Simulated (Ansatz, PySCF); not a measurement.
C₃H₂BrCl, SMILES ClC=C=CBr. Atoms are numbered in the order given.

```xyz
7

Cl    -2.9945     0.8002    -0.7057
C     -2.0003    -0.5454    -0.2022
C     -0.7127    -0.6103    -0.4266
C      0.5720    -0.6794    -0.6388
Br     1.8653    -0.0039     0.5948
H     -2.5576    -1.3309     0.3167
H      1.0240    -1.1236    -1.5295
```

Geometry optimised at B3LYP-D3(BJ)/def2-SVP.

Vertical ionisation energy (IE) and electron affinity (EA) in eV. Rows of orbital energies are one-electron estimates. Where ΔSCF, EOM or ADC give a negative EA the extra electron is unbound and the value depends on the basis.

```csv
level,IE,EA
"−ε(HOMO), −ε(LUMO), r2SCAN/def2-TZVP (PySCF)",6.80,2.23
"−ε(HOMO), −ε(LUMO), PBE/def2-TZVP (PySCF)",6.54,2.36
"ΔSCF, PBE0/def2-SVPD (Ansatz), final states of multiplicity 2 and 2",9.73,-0.15
"ΔSCF, PBE/def2-SVPD (Ansatz), final states of multiplicity 2 and 2",9.44,-0.06
```

Problem. What vertical singlet–triplet gap does ΔSCF give with PBE0/def2-SVPD (Ansatz, a program for electronic structure) and with PBE/def2-SVPD (Ansatz)? (The exact figures need the calculation; the answer reports its results.)

Solution. 3.97 and 3.81 eV (triplet above singlet where positive).
